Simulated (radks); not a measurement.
Q: The mean radii <r> (bohr) of the occupied orbitals of an atom or ion are listed with their occupations. All-electron calculation, Dirac Kohn-Sham, LDA (Slater exchange, VWN5 correlation), spin-unpolarised, spherical densities, point nucleus. Program: a radial shooting solver on a logarithmic mesh with Libxc functionals.

orbital  occ.      <r>
1s1/2       2  0.02152
2s1/2       2  0.09090
2p1/2       2  0.07582
2p3/2       4  0.08274
3s1/2       2   0.2361
3p1/2       2   0.2254
3p3/2       4   0.2379
3d3/2       4   0.2095
3d5/2       6   0.2134
4s1/2       2   0.4831
4p1/2       2   0.4820
4p3/2       1   0.5005

Name the element and its charge. Open shells, if any, fill j = l - 1/2 first.

A: Z = 65, terbium, charge +32: Tb32+ in [Ar] 3d10 4s2 4p3. The 1s radius gives Z: for a bare nucleus <r> = (2 gamma + 1)/(2Z) with gamma = sqrt(1 - (Z/c)^2), 0.02124 bohr for Z = 65, and screening makes it slightly larger (0.02152 here). The occupations add up to 33, and the charge is Z minus that.
